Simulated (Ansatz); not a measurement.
The same redistribution along the group B, Al, Ga.

Computed with Ansatz on PBE0-D4/def2-TZVP structures; ΔE is electronic, products minus reactants. CBS: MP2 limit from def2 TZ/QZ plus the TZ coupled-cluster correction, frozen cores. DFT in def2-TZVPP. For Ga, Ge outer-core shells are correlated without core-valence functions, which leaves a few kJ/mol of doubt a bond. Scalar relativity is left out up to krypton. One conformer a species, not always the lowest.

```csv
reaction,B2PLYP (kcal/mol),CCSD(T)/CBS(def2) (kcal/mol)
`B[CH2][GeH3]` + `OC(O)O[SiH3]` → `OC(O)[O][GeH3]` + `BC[SiH3]`,11.8,12.5
`[AlH2][CH2][GeH3]` + `OC(O)O[SiH3]` → `OC(O)[O][GeH3]` + `[AlH2][CH2][SiH3]`,10.4,11.1
`[GaH2][CH2][GeH3]` + `OC(O)O[SiH3]` → `OC(O)[O][GeH3]` + `[SiH3][CH2][GaH2]`,10.5,11.1
```

Largest T1 diagnostic: 0.012, for `[SiH3][CH2][GaH2]`.
